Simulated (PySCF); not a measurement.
# Scandium: a sound run and one with changed settings

Sound run: Sc [Ar] 3d1 4s2, Sc+ [Ar] 3d1 4s1. Calculation: PySCF 2.14, in pcseg-2; the non-relativistic Hamiltonian (point nucleus). In the sound run the correlated levels freeze [Ar]. The sound run starts from symmetry-adapted Hartree-Fock orbitals and uses a fine grid where one is needed.

Changed run: initial guess atom, at most 50 SCF cycles.

```
species  method  sound run (hartree)  changed run (hartree)  converged
     Sc     UHF           -759.72502             -759.72502        yes
     Sc  r2SCAN           -760.57575             -760.57575        yes
     Sc   M06-L                  n/a             -760.57206         no
     Sc     MP2           -759.75107             -759.75107        yes
    Sc+     UHF           -759.52787             -759.52787        yes
    Sc+  r2SCAN           -760.35378             -760.35378        yes
    Sc+   M06-L           -760.32932             -760.34797        yes
    Sc+     MP2           -759.53082             -759.53082        yes
```

Ionisation energy of Sc:

```
 method  sound run (eV)  changed run (eV)
    UHF           5.365             5.365
    MP2           5.993             5.993
SCS-MP2           6.125             6.125
```

The plain start fixes occupations by D2h representation alone, and Sc+ at M06-L landed in another state (other ⟨L²⟩ or ⟨S²⟩). 

For comparison, NIST gives 6.561 eV between the lowest levels.
